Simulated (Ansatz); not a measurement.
Reaction (atomization): `C[CH2][Al][CH3]`• → Al• + 3 C• + 8 H•

Gas-phase electronic energies from Ansatz, PBE0-D4/def2-TZVP geometries. CCSD(T)/CBS is the MP2 limit (def2-TZVPP, def2-QZVPP) plus CCSD(T) − MP2 in def2-TZVPP, frozen cores. This one scheme is used for every species, atoms too. For atomizations the MP2-based limit and the directly extrapolated one differ by several kJ/mol either way, and by 10 to 25 for some Ge, Se and Sn compounds, so smaller differences from it don't rank the levels. Functionals use def2-TZVPP. B3LYP here is the variant with VWN-RPA as its local correlation; programs differ in this. No spin–orbit coupling; open shells (•) take unrestricted orbitals. Spin–orbit coupling would lower the free atoms: a little for Al, C. Each species was taken in one conformer, which may not be the lowest.

```tsv
level	ΔE (kJ/mol)
r2SCAN-D4	4318.6
CAM-B3LYP-D4	4312.9
B3LYP	4266.6
MP2/def2-TZVPP	4229.3
```

(1) What does CCSD(T)/CBS give? (Estimate.)

Largest T1 diagnostic among the species: 0.018.

Answers

(1) Computed: +4288.6 kJ/mol. The listed levels differ from it by 30.0, 24.3, -22.0, -59.3 kJ/mol.

At CCSD(T), def2-SVP lies −175.4 kJ/mol from the extrapolated value and def2-TZVPP −89.6 kJ/mol: correlation converges slowly with the basis, and small sets miss more of it in the bonded molecule than in its fragments. From r2SCAN to r2SCAN0 (25 % exact exchange), in def2-TZVPP and without D4, ΔE moves by −35.1 kJ/mol: exact exchange takes away binding that semilocal exchange gives to molecules. In def2-TZVPP, CCSD(T) changes the Hartree–Fock value by +918.9 kJ/mol (the triples alone add +46.2 kJ/mol) and MP2 by +949.2 kJ/mol; breaking electron pairs costs correlation energy, which Hartree–Fock lacks.
